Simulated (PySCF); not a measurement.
SMILES [OH][AlH][OH] (H3AlO2), PBE0/def2-SVP optimised geometry.

```
6

Al    -0.68     0.47     0.00
H     -1.40     1.85     0.00
O     -1.64    -0.93     0.00
H     -1.39    -1.85     0.01
O      1.02     0.47     0.00
H      1.64    -0.26     0.00
```

Density from PBE0/def2-TZVP in PySCF 2.14.0 at that geometry.

Minimum of the electron density along straight lines between bonded atoms, close to the bond critical point (lines longer than 1.1 times the sum of covalent radii, or with two minima, are not listed):

| bond | length / Å | ρ at the minimum / e bohr⁻³ | ∇²ρ there / e bohr⁻⁵ | position (fraction from the first atom) |
|---|---|---|---|---|
| Al1–H2 | 1.567 | 0.086 | 0.22 | 0.51 |
| Al1–O3 | 1.698 | 0.108 | 0.79 | 0.43 |
| O3–H4 | 0.957 | 0.359 | -2.46 | 0.81 |
| Al1–O5 | 1.698 | 0.108 | 0.79 | 0.43 |
| O5–H6 | 0.957 | 0.359 | -2.46 | 0.81 |
